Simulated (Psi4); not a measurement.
Two rigid molecules brought together: COS ··· Na+ (SMILES O=C=S and [Na+]) (charge +1). Monomers: optimised at B3LYP-D3(BJ) (def2-TZVP), held rigid. Orientation: lowest of the rigid-body minima from ten starts at GFN2-xTB (searched outside a hard wall at short contacts). R is the distance of the centres of mass, along which the second monomer moves. The shortest distances reach bonding range, where SAPT0 and rigid monomers are unreliable.

- PBE/def2-TZVP, counterpoise-corrected (Psi4)
- wB97X-V/def2-TZVP, counterpoise-corrected (Psi4)

Interaction energies in kcal/mol:

| R / Å | PBE/def2-TZVP |
|---|---|
| 3.80 | -14.42 |
| 3.99 | -14.87 |
| 4.19 | -13.58 |
| 4.49 | -10.93 |
| 4.78 | -8.64 |
| 5.30 | -5.75 |
| 5.99 | -3.63 |
| 7.03 | -2.11 |
| 8.28 | -1.28 |

What does wB97X-V/def2-TZVP give at the same points?

3.80: -14.42; 3.99: -14.83; 4.19: -13.49; 4.49: -10.80; 4.78: -8.52; 5.30: -5.68; 5.99: -3.60; 7.03: -2.09; 8.28: -1.25 (kcal/mol).
